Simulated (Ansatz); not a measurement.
Reaction (ligand exchange at the Si–N bond): `C[N]([SiH3])[InH2]` + `C=C(S)Cl` → `C=C(Cl)S[SiH3]` + `C[NH][InH2]`

Computed with Ansatz on PBE0-D4/def2-TZVP structures; ΔE is electronic, products minus reactants. CCSD(T)/CBS adds triple-zeta CCSD(T) − MP2 to the extrapolated MP2 energy (def2 sets, frozen cores). def2 core potentials past Kr. For In outer-core shells are correlated without core-valence functions, which leaves a few kJ/mol of doubt a bond. One conformer a species, not always the lowest.

```
             species  HF/CBS(def2) energy (Eh)
`C[N]([SiH3])[InH2]`                -575.17493
          `C=C(S)Cl`                -934.56498
    `C=C(Cl)S[SiH3]`               -1224.70274
       `C[NH][InH2]`                -285.03397
```

Problem. Work out ΔE.

Solution. ΔE = (-1224.70274) + (-285.03397) − (-575.17493) − (-934.56498) = 0.00320 Eh = +8.4 kJ/mol. CCSD(T)/CBS gives +4.1 kJ/mol.

Largest T1 diagnostic among the species: 0.016.

From PBE to PBE0 (25 % exact exchange), in def2-TZVPP and without D4, ΔE moves by +3.0 kJ/mol.
